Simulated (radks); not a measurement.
Values are calculated unless marked as measured or tabulated.
Q: Coherent X-ray form factor from a spherical all-electron density. Level of theory: non-relativistic Kohn-Sham, PBE, spin-polarised, spherical densities, point nucleus (a radial shooting solver on a logarithmic mesh with Libxc functionals).

| sin(theta)/lambda (1/angstrom) | f0 (electrons) |
|---|---|
| 0.05 | 60.264 |
| 0.1 | 58.210 |
| 0.15 | 55.229 |
| 0.2 | 51.788 |
| 0.25 | 48.284 |
| 0.3 | 44.967 |
| 0.4 | 39.236 |
| 0.5 | 34.585 |
| 0.6 | 30.674 |
| 0.8 | 24.461 |
| 1 | 20.187 |
| 1.25 | 16.879 |
| 1.5 | 14.655 |
| 2 | 10.927 |

The species is in the configuration that NIST lists as its ground one. Which atom or ion scatters so?

A: The europium ion Eu2+, [Xe] 4f7. Extrapolating in s^2 from the first two rows gives f0(0) = 60.9, near the electron count 61; among species with that count, the fall with angle is slower the higher Z, and the table is that of Z = 63; from so few rows the species is fixed only to a neighbour or two.
